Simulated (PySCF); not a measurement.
# Unknowns

[PySCF 2.14: geometry: PBE0-D3(BJ)/def2-SVP; shieldings: GIAO PBE0/pcSseg-1; couplings computed with B3LYP/pcJ-1 (spin–dipole term left out of most H,H and C,H couplings); rapidly exchanging positions averaged; relativity neglected; one conformer; no solvent]

Shifts are taken against calculated references (same method and geometry level): TMS for ¹H (31.27 ppm), ¹³C (184.41 ppm). Multiplet labels drop J under 1 Hz and among equivalent protons, and merge close values. Unscaled 3J(H,H) run several per cent high. Where no couplings were computed, multiplicities follow the n + 1 count of equivalent neighbours, and m marks all less simple cases (inequivalent or close neighbours, rings, F or P nearby). Couplings to H on boron are left out. Carbons bonded to boron are broad in practice. Shifts are as computed. Against solution values, carbons near 30 ppm lie about +2 ppm off and those near 130 ppm about +5 ppm. Of 1211 compounds with measured shifts, 218 miss one by over three times the rms of a fit or turn the order of signals round; such compounds aren't used in these exercises.

Q: C$_{8}$H$_{9}$B. ¹H NMR (600 MHz, computed): δ 7.98 (br, 2H), 7.33 (m, 2H), 7.28 (m, 2H), 4.23 (m, 1H), 2.04 (m, 2H). ¹³C{¹H} NMR (computed): δ 138.6, 134.4, 119.3, 46.9, 34.8. Give a structure.

A: SMILES BCC1c2ccccc21. 5 carbon signals for 8 carbons: some carbons are equivalent by symmetry or fast rotation. Carbon types of the structure: 2 × C, 5 × CH, 1 × CH2, leaving 2 H on heteroatoms. δC 138.6: substituted aromatic carbon. δC 134.4, 119.3: aromatic CH. δC 34.8: three-membered-ring carbon; aliphatic region, no heteroatom directly attached. δH 7.33, 7.28: hydrogen on an aromatic CH; the ring current deshields protons in the ring plane.

The shifts were computed for this structure.

Q: C$_{5}$H$_{8}$O. ¹H NMR (400 MHz, computed): δ 6.40 (dt, J = 7.3, 2.7 Hz, 1H), 4.60 (dt, J = 7.3, 4.5 Hz, 1H), 3.81 (m, 2H), 1.98 (m, 2H), 1.58 (m, 2H). ¹³C{¹H} NMR (computed): δ 152.3, 103.6, 65.8, 24.2, 22.6. What is it?

A: 3,4-dihydro-2H-pyran. Rings plus π bonds: 2 (1 ring in the answer). 5 carbon signals for 5 carbons: no two carbons are equivalent. Carbon types of the structure: 2 × CH, 3 × CH2, which accounts for all hydrogens. δC 152.3: alkene carbon bearing oxygen; an sp2 carbon further deshielded by the attached heteroatom. δC 103.6: β carbon of an enol-ether or enamine type C=C; the O or N lone pair pushes π density onto this β carbon and shields it. δC 65.8: sp3 CH2 bonded to O; pulled downfield by the heteroatom. δC 24.2: sp3 CH2 in a ring; saturated and bonded to C and H only. The protons at 4.60 and 6.40 share a coupling of 7.3 Hz (vicinal, cis across C=C).

This is the structure that produced the data.
